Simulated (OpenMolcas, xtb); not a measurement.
## CHClFNOSi (SMILES O=C=N[SiH](F)Cl): the vertical ionisation energy, rung by rung

CHClFNOSi: 7 atoms, total charge 0, spin state singlet. As SMILES, `O=C=N[SiH](F)Cl`. The shape is that of a PBE0-D4/def2-TZVP optimisation. This is one conformer, not always the lowest.

Quantity: the vertical ionisation energy (to the doublet cation), in eV. The values are calculated.

```csv
level,kind,program,value (eV),CPU time (all runs)
GFN2-xTB,semi-empirical,xtb,15.35,under 2 s
HF/6-31G* (spherical functions),Hartree–Fock,OpenMolcas,10.86,73 s
SVWN5/6-31G* (spherical functions),LDA,OpenMolcas,11.14,86 s
BLYP/6-31G* (spherical functions),GGA,OpenMolcas,10.74,2 min
M06-L/6-31G* (spherical functions),meta-GGA,OpenMolcas,11.28,2.8 min
TPSS/6-31G* (spherical functions),meta-GGA,OpenMolcas,10.98,3.2 min
PBE0/6-31G* (spherical functions),global hybrid,OpenMolcas,11.47,2.4 min
```

The values span 10.74 to 15.35 eV. The xTB values lack the empirical shift that such differences need. Spin contamination of the reference (⟨S²⟩ at least 0.1 too high) touches HF/6-31G*. CPU times are rough (shared hosts, several kinds of processor): they show what a rung costs within a factor of a few.
